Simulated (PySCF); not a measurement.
4-ethylbenzoic acid, C₉H₁₀O₂.
Bonds: C1–C2, C2–C3, C3–C4 (aromatic), C4–C5 (aromatic), C5–C6 (aromatic), C6–C7, C7–O8 (double), C7–O9, C6–C10 (aromatic), C10–C11 (aromatic), C3–C11 (aromatic). Hydrogens: H12, H13, H14 on C1; H15, H16 on C2; H17 on C4; H18 on C5; H19 on O9; H20 on C10; H21 on C11.

Computed with PySCF 2.14.0, PBE0-D3(BJ)/def2-SVP geometry optimisation, gas phase.

What internal coordinates does the optimisation give?

```csv
bond,length (Å),order
C1–C2,1.527,single
C2–C3,1.504,single
"C3–C4, C3–C11",1.401,aromatic
"C4–C5, C10–C11",1.389,aromatic
"C5–C6, C6–C10",1.399,aromatic
C6–C7,1.483,single
C7=O8,1.206,double
C7–O9,1.342,single
"C1–H12, C1–H13, C1–H14",1.101,single
"C2–H15, C2–H16",1.102,single
"C4–H17, C11–H21",1.094,single
"C5–H18, C10–H20",1.092,single
O9–H19,0.969,single
```

Bonds in one row agree within 0.01 Å and their mean is given. Orders are formal, as drawn. A selection of angles:
```csv
angle,degrees
C2–C1–H12,111.0
H12–C1–H13,107.4
C1–C2–C3,112.4
C1–C2–H15,109.6
C3–C2–H15,109.4
H15–C2–H16,106.5
C2–C3–C4,120.7
C4–C3–C11,118.4
C3–C4–C5,120.9
C3–C4–H17,119.4
C5–C4–H17,119.7
C4–C5–C6,120.1
C4–C5–H18,121.5
C6–C5–H18,118.4
C5–C6–C7,118.0
C5–C6–C10,119.6
C7–C6–C10,122.4
C6–C7–O8,124.7
C6–C7–O9,113.1
O8–C7–O9,122.2
C7–O9–H19,106.0
C6–C10–H20,119.5
```

Dihedral angles: C1–C2–C3–C4 -88° (synclinal); C5–C6–C7–O8 1° (synperiplanar); H19–O9–C7–C6 180° (antiperiplanar). The mirror-image conformer, all signs reversed, is as good.

The 2 C–O bonds span 1.206 Å (C7=O8, drawn double) to 1.342 Å (C7–O9, drawn single), a spread of 0.136 Å. O9 (acid hydroxyl oxygen) is bent (angle 106.0°). Of the pairs four or more bonds apart, O9···H20 is among the closest relative to their van der Waals radii: 2.42 Å, 89 % of the sum of Bondi's values. The C–C distances run from 1.389 Å (C4–C5, aromatic) to 1.527 Å (C1–C2, drawn single), a spread of 0.138 Å. The 6-membered ring C3–C4–C5–C6–C10–C11 has internal angles of 118.4° to 121.1°; it is planar, 0.00 Å rms from its mean plane, widest ring torsion 0°.

No frequency check. The numbers are those of one conformer (C1–C2–C3–C4 -88°, C5–C6–C7–O8 1°, C6–C7–O9–H 180°).
